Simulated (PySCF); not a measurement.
**Exact mass, isotope pattern and composition**

Species: SbH2Br, `[H][Sb]([H])[Br]`.

Calculated from isotope tables alone.

Task: Molar mass and exact mass?

Result: For BrH2Sb, with standard atomic weights, 1 × 121.760 + 2 × 1.008 + 1 × 79.904 = 203.680 g/mol. From the most abundant isotopes (121Sb, 1H, 79Br), 1 × 120.903816 + 2 × 1.007825 + 1 × 78.918337 = 201.8378 u.

Task: Give the isotope pattern of the molecular ion M+•, merging species of the same nominal mass.

Result: 
```tsv
nominal mass	m/z (centroid)	relative intensity
202	201.8373	58.1
204	203.8363	100.0
206	205.8356	42.3
```

Lines under 0.1 % of the tallest are left out. One electron mass, 0.00055 u, is taken off. Abundances used (%; other tables differ somewhat): 121Sb 57.21, 123Sb 42.79; 1H 99.9885, 2H 0.0115; 79Br 50.69, 81Br 49.31.

Task: What resolving power m/Δm just matches the spacing of the species with one 81Br and with one 123Sb?

Result: They lie 0.00244 u apart at mass 203.84, so m/Δm is about 83000.

Task: List the species in which a single atom is changed from its most abundant isotope.

Result: Intensity in % of the monoisotopic species:

```
isotope  mass shift (u)       m/z  intensity (%)
     2H        +1.00628  202.8435           0.02
   81Br        +1.99795  203.8352          97.28
  123Sb        +2.00040  203.8377          74.79
```

Species under 0.02 % are left out.

Task: What is the composition by mass?

Result: Sb 59.78 %, H 0.99 %, Br 39.23 %.

Task: Protons, neutrons, electrons, and exact less nominal mass of the monoisotopic species?

Result: 88 protons, 114 neutrons and 88 electrons; 201.8378 − 202 = -0.1622 u.

Task: Which m/z would the protonated, sodiated and deprotonated molecule have?

Result: [M+H]+ 202.8451, [M+Na]+ 224.8270, [M−H]− 200.8305, for the monoisotopic species (arithmetic only; whether such ions form is another matter).
